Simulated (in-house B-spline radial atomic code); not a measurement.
**RPA and G0W0 on BLYP: Hg⁺**

Configuration [Xe] 4f14 5d10 6s1, highest spin, mean-field start BLYP. Computed with an all-electron radial atomic-structure program (B-spline basis): all electrons, scalar-relativistic (spin-free one-electron X2C), finite nucleus, each spin shell either full or empty, empty states to l = 9 with an (l + 1/2)⁻⁴ tail; G0W0 by contour deformation at full frequency.

Without the two-electron picture change, the correlation of inner shells comes somewhat too large for so heavy an element.

RPA overbinds a lone outer s electron by self-correlation, and G0W0 tends to as well.

Command:
```bash
python run_gw.py task.json out
```
Settings (radii: box in bohr, nucleus in fm):
```
Z                        80
electrons                79
configuration            [Xe] 4f14 5d10 6s1
hamiltonian              x2c
method                   b88,lyp
lmax                     9
rms_radius               5.4648
spin_polarised           True
box_radius               23.78
intervals                70
ion_configuration        [Xe] 4f14 5d10
```

Cost of the run: 24 s on 1 thread of Arm Neoverse N1 (shared host).

Energies (hartree):

```json
{"term": "mean-field total", "value": "-19626.74827"}
{"term": "Hartree-Fock functional on these orbitals", "value": "-19619.75032"}
{"term": "direct second order", "value": "-8.2595"}
{"term": "second-order exchange", "value": "2.0436"}
{"term": "SOSEX correction", "value": "1.9034"}
```

(1) What is the RPA correlation energy, and what remains with SOSEX?

Quasi-particle levels (eV):

```
  level  occupied  mean field  Σx - vxc     Σc  QP weight     G0W0
  6s up       yes     -15.022     -2.80      ?          ?        ?
6s down        no     -14.380      6.33  -2.93      0.912  -10.984
```

G0W0 = mean field + (Σx - vxc) + Σc, with Σc (partial-wave tail included) taken at the quasi-particle energy. Only the outer levels were computed. Levels of low weight are left out.

(2) Where does G0W0 put 6s up?

(3) What does it cost to remove one electron (to [Xe] 4f14 5d10) by differences of total energies, each species on its own start (correlation terms add to the Hartree-Fock functional)?

Answers

(1) RPA gives -7.1517 hartree (-2.46 eV per electron); RPA + SOSEX gives -5.2483, and the second-order doubles -6.2159 hartree (no singles). SOSEX takes back 27 % of the RPA value.

(2) At -19.357 eV, with Σc = -1.53 eV and a quasi-particle weight of 0.888. The tabulated removal energy is 18.757 eV (NIST, measured); the calculation leaves out spin-orbit coupling, Breit and QED terms, and what these don't explain is the method's own error.

(3) BLYP 19.202 eV, Hartree-Fock functional 17.075 eV, + RPA 19.288 eV, + RPA + SOSEX 18.535 eV, + second order 20.090 eV. Tabulated: 18.757 eV (NIST, measured); the calculation leaves out spin-orbit coupling, Breit and QED terms, and what these don't explain is the method's own error.
